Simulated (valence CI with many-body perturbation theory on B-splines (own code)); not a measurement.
**Tc XXXIX: electric-dipole lines**

Calculated by valence CI with perturbative core correlation (CI+MBPT): three valence electrons over a frozen Dirac-Fock core [He], a basis of 11 s, 11 p, 9 d, 7 f, 5 g, 2 h, 1 i functions for each j, with the one-electron correlation potential Σ1 (screened to all orders), the two-electron term Σ2, the three-electron term Σ3, Breit, model QED; selected single and double excitations, second order for the rest (own B-spline code, finite nucleus).

The last digits are not significant, and no measured levels were compared; by estimate large intervals hold to a few tenths of a per cent, small ones and those within an open d or f shell to about a per cent.

Lines 1 to 50 of 268 in falling wavelength, among levels below 29043 × 10³ cm⁻¹, chosen from the strongest by gf and those to the six lowest levels. Wavelengths and rates use the calculated energies. Electric multipoles are in the length gauge, E1 and E2 with the static RPA response of the core. Weak lines are less certain than strong ones. Lines between different terms over intervals too small for the method are left out, as are lines whose strength nearly cancels. The highest levels of a list are the least certain.

Levels are named by their leading jj configuration (3d3/2^4 stands for four electrons in 3d with j = 3/2), which in mixed levels can hold well under half, so a name can repeat and another be missing. Letters in brackets count levels of one name in rising energy.

```tsv
λ vac (Å)	Upper	Lower	A (s⁻¹)	log gf	Branch %
308.9	(2p1/2 2p3/2 3d5/2) J=7/2	(2p1/2 2p3/2 3p3/2) J=5/2 [a]	1.26e+09	-0.84	0.0
307.2	(2s 2p3/2 3d5/2) J=9/2	(2s 2p3/2 3p3/2) J=7/2	1.72e+09	-0.61	57.1
305.2	(2p1/2 2p3/2 3d5/2) J=9/2	(2p1/2 2p3/2 3p3/2) J=7/2	2.05e+09	-0.54	0.6
296.0	(2p1/2^2 3d5/2) J=5/2	(2p1/2^2 3p3/2) J=3/2	1.79e+09	-0.85	0.0
295.1	(2s 2p1/2 3d5/2) J=7/2	(2s 2p1/2 3p3/2) J=5/2	1.95e+09	-0.69	0.0
273.0	(2s 2p3/2 3d5/2) J=7/2 [b]	(2s 2p3/2 3p3/2) J=5/2 [b]	2.15e+09	-0.72	0.0
254.1	(2s^2 3d5/2) J=5/2	(2s^2 3p3/2) J=3/2	2.51e+09	-0.84	0.0
250.4	(2s 2p1/2 3d5/2) J=5/2 [b]	(2s 2p1/2 3p3/2) J=3/2 [b]	2.77e+09	-0.81	0.0
248.0	(2s 2p3/2 3d5/2) J=7/2 [a]	(2s 2p3/2 3p3/2) J=5/2 [a]	2.47e+09	-0.74	0.0
245.1	(2s 2p3/2 3d5/2) J=5/2 [a]	(2s 2p3/2 3p3/2) J=3/2	2.00e+09	-0.97	0.0
191.6	(2s 2p3/2 3p3/2) J=3/2	(2s 2p3/2 3s) J=3/2 [a]	5.30e+09	-0.93	0.0
189.2	(2s 2p3/2 3d3/2) J=5/2 [a]	(2s 2p3/2 3p1/2) J=5/2	2.92e+09	-1.03	0.0
186.4	(2p1/2 2p3/2 3d3/2) J=5/2	(2p1/2 2p3/2 3p1/2) J=3/2 [a]	5.20e+09	-0.79	0.0
184.5	(2s 2p3/2 3d3/2) J=7/2	(2s 2p3/2 3p1/2) J=5/2	4.75e+09	-0.71	0.0
184.5	(2p1/2 2p3/2 3p3/2) J=7/2	(2p1/2 2p3/2 3s) J=5/2	1.12e+10	-0.34	0.0
184.0	(2p1/2 2p3/2 3d3/2) J=7/2	(2p1/2 2p3/2 3p1/2) J=5/2	2.99e+09	-0.92	0.3
182.4	(2p1/2 2p3/2 3p3/2) J=5/2 [a]	(2p1/2 2p3/2 3s) J=3/2 [b]	5.56e+09	-0.78	0.0
181.7	(2s 2p3/2 3d3/2) J=5/2 [a]	(2s 2p3/2 3p1/2) J=3/2 [a]	3.33e+09	-1.01	0.0
180.4	(2s 2p3/2 3d3/2) J=5/2 [b]	(2s 2p3/2 3p1/2) J=3/2 [b]	4.17e+09	-0.91	0.0
180.3	(2s 2p1/2 3d3/2) J=5/2	(2s 2p1/2 3p1/2) J=3/2	5.27e+09	-0.81	0.0
175.4	(2s 2p3/2 3d3/2) J=3/2 [a]	(2s 2p3/2 3p1/2) J=3/2 [a]	5.18e+09	-1.02	0.0
174.8	(2s 2p1/2 3d3/2) J=3/2 [a]	(2s 2p1/2 3p1/2) J=1/2 [a]	7.23e+09	-0.88	0.0
174.4	(2s 2p1/2 3p3/2) J=3/2 [b]	(2s 2p1/2 3s) J=1/2 [b]	6.61e+09	-0.92	0.0
173.8	(2s 2p3/2 3p3/2) J=5/2 [b]	(2s 2p3/2 3s) J=3/2 [b]	7.77e+09	-0.68	0.0
169.9	(2s^2 3d3/2) J=3/2	(2s^2 3p1/2) J=1/2	6.56e+09	-0.95	0.0
169.1	(2s 2p3/2 3p3/2) J=7/2	(2s 2p3/2 3s) J=5/2	9.35e+09	-0.49	7.6
165.4	(2p1/2^2 3p3/2) J=3/2	(2p1/2^2 3s) J=1/2	1.60e+10	-0.58	0.0
163.8	(2p1/2 2p3/2 3p3/2) J=5/2 [a]	(2p1/2 2p3/2 3s) J=3/2 [a]	6.51e+09	-0.80	0.0
163.7	(2s 2p3/2 3p3/2) J=5/2 [a]	(2s 2p3/2 3s) J=3/2 [a]	7.09e+09	-0.77	0.0
161.0	(2p1/2 2p3/2 3p3/2) J=5/2 [b]	(2p1/2 2p3/2 3s) J=3/2 [c]	1.16e+10	-0.57	0.0
159.1	(2s^2 3p3/2) J=3/2	(2s^2 3s) J=1/2	1.09e+10	-0.78	0.3
157.4	(2s 2p1/2 3p3/2) J=5/2	(2s 2p1/2 3s) J=3/2	1.66e+10	-0.43	0.7
152.9	(2p1/2 2p3/2 3p3/2) J=5/2 [b]	(2p1/2 2p3/2 3s) J=5/2	5.95e+09	-0.90	0.0
152.1	(2s 2p1/2 3p3/2) J=3/2 [a]	(2s 2p1/2 3s) J=1/2 [a]	1.61e+10	-0.65	0.1
150.6	(2s 2p3/2 3p3/2) J=7/2	(2s 2p1/2 3d5/2) J=5/2 [a]	4.76e+09	-0.89	3.9
141.0	(2s 2p3/2 3p3/2) J=5/2 [a]	(2s 2p3/2 3s) J=5/2	6.42e+09	-0.94	0.0
140.7	(2p1/2 2p3/2 3p3/2) J=1/2 [b]	(2p1/2 2p3/2 3s) J=3/2 [c]	1.88e+10	-0.95	0.0
140.5	(2p1/2 2p3/2 3p3/2) J=3/2 [b]	(2p1/2 2p3/2 3s) J=3/2 [b]	1.10e+10	-0.89	0.0
128.6	(2p1/2 2p3/2 3s) J=5/2	(2s 2p3/2 3s) J=3/2 [b]	8.67e+09	-0.89	0.1
116.8	(2s 2p1/2 2p3/2) J=5/2	(2s^2 2p3/2) J=3/2	2.09e+09	-1.59	100.0
107.6	(2s 2p1/2^2) J=1/2	(2s^2 2p1/2) J=1/2	3.64e+09	-1.90	100.0
95.97	(2p1/2^2 2p3/2) J=3/2	(2s 2p1/2 2p3/2) J=3/2 [b]	5.05e+09	-1.55	3.3
90.46	(2p1/2^2 3d5/2) J=5/2	(2s 2p1/2 3d5/2) J=7/2	1.50e+10	-0.96	0.0
85.11	(2s 2p1/2 2p3/2) J=3/2 [b]	(2s^2 2p3/2) J=3/2	2.32e+09	-2.00	1.7
82.41	(2s 2p1/2 2p3/2) J=1/2	(2s^2 2p3/2) J=3/2	4.32e+09	-2.06	2.0
73.50	(2p1/2^2 2p3/2) J=3/2	(2s 2p1/2 2p3/2) J=5/2	3.19e+10	-0.99	21.1
64.35	(2p1/2^2 2p3/2) J=3/2	(2s 2p1/2 2p3/2) J=3/2 [a]	1.35e+10	-1.47	8.9
53.09	(2s 2p3/2^2) J=5/2	(2s^2 2p3/2) J=3/2	3.20e+10	-1.09	99.9
52.82	(2p1/2 2p3/2^2) J=3/2	(2s 2p1/2 2p3/2) J=1/2	6.68e+10	-0.95	28.3
51.76	(2p1/2 2p3/2^2) J=3/2	(2s 2p1/2 2p3/2) J=3/2 [b]	1.83e+10	-1.53	7.7
```

(1) How does gf follow from A for the line at 128.6 Å?

Results:

(1) gf = 1.4992 × (2J+1)_upper × A / σ², with σ = 777426 cm⁻¹ and 2J+1 = 6: gf = 0.129.
